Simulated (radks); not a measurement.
The numbers below are computed, except where a source is named.
Se X, configuration [Ar] 3d7 (the NIST ground configuration).

Code: a radial shooting solver on a logarithmic mesh with Libxc functionals. Model: Dirac Kohn-Sham, PBEsol, spin-unpolarised, spherical densities, finite nucleus; open shells fill j = l - 1/2 first; Fermi nuclear charge, rms radius 4.14 fm.

Energy parts (eV):
part                       energy
total                  -65259.474
kinetic                 66848.318
electron-nucleus      -152581.172
Hartree                 22645.512
exchange-correlation    -2172.133

Orbitals (lengths in bohr, moments of r in powers of bohr; r(max) is where P^2 peaks; r(90%) holds 90 % of the orbital's charge):
orbital  occ.  eigenvalue (eV)   r(max)  r(90%)  <1/r>
1s1/2       2        -12697.78  0.02881  0.0789  34.54
2s1/2       2        -1812.575   0.1646   0.303  7.685
2p1/2       2        -1647.985   0.1296   0.276  7.651
2p3/2       4        -1606.243   0.1327   0.281  7.415
3s1/2       2        -402.9599   0.4950   0.821  2.589
3p1/2       2        -346.1916   0.4846   0.841  2.489
3p3/2       4        -339.7054   0.4925   0.853  2.434
3d3/2       4        -242.1093   0.4287   0.886  2.236
3d5/2       3        -241.0053   0.4309   0.890  2.222

The highest occupied level is 3d5/2 at -241.01 eV. Summed over all electrons, <r^2> = 5.800 bohr^2, which gives a Langevin (diamagnetic) susceptibility term of -4.59 x 10^-6 cm^3/mol. The electron density at the nucleus is 3.967e+04 e/bohr^3. For comparison, the ionisation energy in NIST's Atomic Spectra Database is 255 eV (theoretical). In exact Kohn-Sham theory the highest level is minus the ionisation energy, but local and semilocal functionals leave it too shallow, through self-interaction and a potential that decays too fast; potentials with the right tail come closer. The density falls to 0.001 e/bohr^3 at r = 1.75 bohr.

Beside tabulated values, note that spin-unpolarised runs miss the spin-polarisation part of the exchange energy of open shells.
